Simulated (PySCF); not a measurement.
**Simulated characterisation data**

- GIAO PBE0/pcSseg-1 shieldings
- coordinates at the GFN2-xTB level
- code: PySCF
- fast rotation and ring inversion assumed for equivalent nuclei, isolated molecule, non-relativistic, a single conformation

Scale: TMS for $^{1}$H (31.72 ppm), $^{13}$C (186.93 ppm) (reference shieldings calculated alike). Splittings of carbon signals by F and P are missing where no couplings were computed. Where no couplings were computed, multiplicities follow the n + 1 count of equivalent neighbours, and m marks all less simple cases (inequivalent or close neighbours, rings, F or P nearby). Shifts are as computed. Against solution values, carbons near 30 ppm lie about +3 ppm off and those near 130 ppm about +5 ppm. Of 1211 compounds with measured shifts, 218 miss one by over three times the rms of a fit or turn the order of signals round; such compounds aren't used in these exercises.

Compound 1 (C11H10). $^{1}$H NMR (500 MHz, computed): δ 7.72 (s, 1H), 7.43 (m, 1H), 7.36 (m, 1H), 7.03 (d, 1H), 6.54 (d, 1H), 6.44 (br s, 1H), 6.04 (br s, 1H), 2.52 (s, 3H). $^{13}$C{$^{1}$H} NMR (computed): δ 155.4, 146.6, 141.6, 141.0, 140.2, 135.4, 133.9, 126.0, 125.9, 121.7, 24.4. Structure: SMILES C=C1C=Cc2ccc(C)cc21.

Compound 2 (C9H10FN). $^{1}$H NMR (500 MHz, computed): δ 7.24 (m, 1H), 2.59 (m, 1H), 1.86 (m, 2H), 1.69 (m, 2H), 1.69 (m, 2H), 1.44 (m, 2H). $^{13}$C{$^{1}$H} NMR (computed): δ 158.3, 128.7, 118.6, 97.7, 34.8, 34.1, 28.0. Structure: SMILES N#CC1=C[C@H]2CC[C@]1(F)CC2.
